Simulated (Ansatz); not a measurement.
```yaml
crystal:
  periodic: [false, false, false]
  atoms:
    - {symbol: Cl, position_ang: [-2.629990, 1.938470, -0.868237]}
    - {symbol: Si, position_ang: [-0.799707, 1.310957, -0.134723]}
    - {symbol: C, position_ang: [-0.517995, -0.497548, -0.282847]}
    - {symbol: Ge, position_ang: [1.244389, -1.083690, 0.393544]}
    - {symbol: H, position_ang: [0.300702, 2.065350, -0.896223]}
    - {symbol: H, position_ang: [-0.630833, 1.739553, 1.338541]}
    - {symbol: H, position_ang: [-0.572036, -0.691558, -1.312413]}
    - {symbol: H, position_ang: [-1.321828, -0.995989, 0.242044]}
    - {symbol: H, position_ang: [2.326586, -0.373992, -0.412089]}
    - {symbol: H, position_ang: [1.362526, -0.764217, 1.844381]}
    - {symbol: H, position_ang: [1.352529, -2.645918, 0.148061]}
basis:
  gaussian: {orbitals: def2-TZVP}
magnetization: {spin_polarized: true, initial_magnetization: 2}
hamiltonian: {xc: {name: M06-2X}, dispersion: d3bjatm, pseudopotentials: {relativity: scalar}}
output: {forces: true}
```

```sh
$ ansatz run in.yaml --threads 4 --pin off --events-out ev --progress --plain --max-ram 10444MiB
```

Shortened log:

```
Error: YAML parse error: error: line 18 column 19: hamiltonian.xc: no functional is named "M06-2X"; the names, which are not case-sensitive, are SVWN5, SPW92, PBE, PBE0, PBEsol, revPBE, revPBE0, RPBE, rPW86-PBE, HSE06, wPBEh, LC-wPBE, HISS, HF, BLYP, B3LYP, B3LYP5, BHLYP, CAM-B3LYP, r2SCAN, r2SCANh, r2SCAN0, r2SCAN50, m-r2SCAN, B97, wB97, wB97X, wB97X-V, B97M-V, wB97M-V, B2PLYP, B2GP-PLYP, PBE0-DH, PBE-QIDH
16 |   gaussian: {orbitals: def2-TZVP}
17 | magnetization: {spin_polarized: true, initial_magnetization: 2}
18 | hamiltonian: {xc: {name: M06-2X}, dispersion: d3bjatm, pseudopotentials: {relativit…
19 | output: {forces: true}
```

In this input the method's name isn't one that the program takes here. The program refused the input.
